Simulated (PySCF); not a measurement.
## Charge on either side of a bond

C7H13NP (charge -1).
Numbering: `[CH3:1]/[CH:2]=[CH:3]/[P-:4][N:5]1[CH2:6][CH2:7][CH2:8][CH2:9]1` (hydrogens: H10, H11, H12 on C1; H13 on C2; H14 on C3; H15, H16 on C6; H17, H18 on C7; H19, H20 on C8; H21, H22 on C9)

Geometry (PBE0-D3(BJ)/def2-SVP, Å), atoms numbered from 1 in this order:
```xyz
22
C7H13NP angstrom
C      4.634   -0.601   -0.715
C      3.377    0.207   -0.794
C      2.130   -0.269   -0.520
P      0.537    0.537   -0.564
N     -0.474   -0.864   -0.043
C     -1.196   -0.738    1.201
C     -2.569   -0.128    0.833
C     -2.774   -0.564   -0.633
C     -1.477   -1.343   -0.964
H      5.375   -0.204    0.013
H      4.410   -1.637   -0.404
H      5.181   -0.670   -1.681
H      3.496    1.257   -1.098
H      2.054   -1.327   -0.217
H     -1.358   -1.739    1.664
H     -0.624   -0.124    1.911
H     -3.383   -0.459    1.501
H     -2.507    0.969    0.901
H     -2.857    0.316   -1.289
H     -3.684   -1.172   -0.776
H     -1.136   -1.201   -1.999
H     -1.662   -2.431   -0.810
```

Atomic charges (e) from the PBE0/pcSseg-1 density (PySCF):

| atom | Mulliken | IAO | Hirshfeld | ESP-fitted |
| --- | --- | --- | --- | --- |
| C1 | -0.2355 | -0.3912 | -0.1398 | -0.2588 |
| C2 | -0.3046 | -0.2869 | -0.1509 | -0.2969 |
| C3 | -0.2999 | -0.3360 | -0.1580 | -0.0752 |
| P4 | -0.0359 | -0.1345 | -0.2520 | -0.5879 |
| N5 | -0.6904 | -0.4311 | -0.1564 | -0.3599 |
| C6 | +0.0245 | -0.1443 | -0.0499 | +0.1909 |
| C7 | -0.2486 | -0.2818 | -0.0891 | -0.0689 |
| C8 | -0.2517 | -0.2826 | -0.0888 | -0.0392 |
| C9 | +0.0287 | -0.1451 | -0.0497 | +0.1729 |
| H10 | +0.0734 | +0.1003 | +0.0059 | +0.0418 |
| H11 | +0.0785 | +0.1183 | +0.0204 | +0.0693 |
| H12 | +0.0735 | +0.1003 | +0.0059 | +0.0387 |
| H13 | +0.0380 | +0.0958 | -0.0036 | +0.1427 |
| H14 | +0.0744 | +0.1151 | +0.0030 | +0.1231 |
| H15 | +0.0665 | +0.0862 | +0.0034 | -0.0352 |
| H16 | +0.0880 | +0.1348 | +0.0152 | -0.0118 |
| H17 | +0.0737 | +0.1038 | +0.0119 | -0.0277 |
| H18 | +0.1102 | +0.1273 | +0.0210 | +0.0314 |
| H19 | +0.1087 | +0.1260 | +0.0213 | +0.0248 |
| H20 | +0.0742 | +0.1039 | +0.0117 | -0.0341 |
| H21 | +0.0871 | +0.1348 | +0.0148 | -0.0067 |
| H22 | +0.0672 | +0.0869 | +0.0034 | -0.0335 |

**Question.** Cut each of the bonds C1–C2, C2–C3, C3–P4 and P4–N5 in turn and sum the charges on the side of the atom named first.

**Answer.** In e; the other side holds the total charge, -1, less this:

```tsv
bond cut	piece	atoms	Mulliken	IAO	Hirshfeld	ESP-fitted
C1–C2	CH3	4	-0.010	-0.072	-0.108	-0.109
C2–C3	C2H4	6	-0.277	-0.263	-0.262	-0.263
C3–P4	C3H5	8	-0.502	-0.484	-0.417	-0.215
P4–N5	C3H5P	9	-0.538	-0.619	-0.669	-0.803
```

Extremes among these pieces. Mulliken: lowest C3H5P at P4, highest CH3 at C1; IAO: lowest C3H5P at P4, highest CH3 at C1; Hirshfeld: lowest C3H5P at P4, highest CH3 at C1; ESP-fitted: lowest C3H5P at P4, highest CH3 at C1.

**Question.** Do the schemes agree better on the pieces than on the single atoms at the cuts?

**Answer.** The spread between schemes averages 0.166 e for the pieces and 0.304 e for the atoms named first; it is smaller for the piece at 3 of the 4 cuts. On average they agree better on the pieces.

Isolated species at its PBE0-D3(BJ)/def2-SVP geometry (one conformer only). The pcSseg-1 basis has no diffuse functions, a weakness for an anion. The HOMO energy is positive at this level (+0.66 eV), so the outermost electrons may be held by the finite basis alone.
